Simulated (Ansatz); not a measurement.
VSCl3⁺. The state is a doublet with charge 1. Geometry PBE0-D4/def2-SVP, that of the neutral singlet.

Cartesian coordinates in Å:
```
V -0.0030 0.0001 -0.0052
S -0.9945 0.0199 -1.7036
Cl 1.7772 -1.1150 -0.2866
Cl -1.2263 -0.9068 1.4690
Cl 0.4465 2.0019 0.5264
```

At PBE-D4/def2-TZVP the gap within one spin of the charge 1 doublet nearly closes, so an electron or hole may be smeared out by delocalisation error.

(1) Estimate the α-spin orbital energies around the gap (eV) in Ansatz with PBE-D4/def2-TZVP, r2SCAN-D4/def2-TZVP, PBE0-D4/def2-TZVP.

Results:

(1) 
| orbital | PBE-D4/def2-TZVP | r2SCAN-D4/def2-TZVP | PBE0-D4/def2-TZVP |
| --- | --- | --- | --- |
| HOMO−5 | -14.46 | -14.88 | -15.94 |
| HOMO−4 | -14.46 | -14.87 | -15.94 |
| HOMO−3 | -14.29 | -14.74 | -15.77 |
| HOMO−2 | -13.56 | -14.02 | -15.11 |
| HOMO−1 | -13.53 | -13.88 | -14.76 |
| HOMO | -13.03 | -13.40 | -14.30 |
| LUMO | -10.54 | -10.63 | -9.77 |
| LUMO+1 | -10.46 | -10.54 | -9.71 |
| LUMO+2 | -9.70 | -9.81 | -9.05 |
| LUMO+3 | -9.51 | -9.61 | -8.89 |
| LUMO+4 | -9.17 | -9.26 | -8.62 |
| LUMO+5 | -4.54 | -3.86 | -3.90 |
| β HOMO | -12.81 | -13.14 | -14.00 |
| β LUMO | -12.81 | -12.85 | -12.23 |
